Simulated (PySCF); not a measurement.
Ni⁺: excitation energy

Ni⁺ [Ar] 3d9 (2D) → Ni⁺ [Ar] 3d8 4p1 (high-spin determinant), as a difference of total energies. Calculation: PySCF 2.14, in def2-TZVPPD (6s6p4d2f1g, 67 functions); no relativity, point nucleus. Correlated levels: valence: [Ar] frozen. The calculations carry no spin-orbit coupling.

| method | excitation energy (cm⁻¹) |
| --- | --- |
| UHF | 34881 |
| MP2 (valence) | 56931 |
| SCS-MP2 (valence) | 55469 |
| CCSD (valence) | 50810 |
| CCSD(T) (valence) | 51811 |

A first-order spin-orbit estimate (lowest level to lowest level, LS coupling) adds -0.026 eV.

The determinant of the upper state mixes LS terms, which raises its energy above the lowest term, most at the Hartree-Fock and MP2 levels.
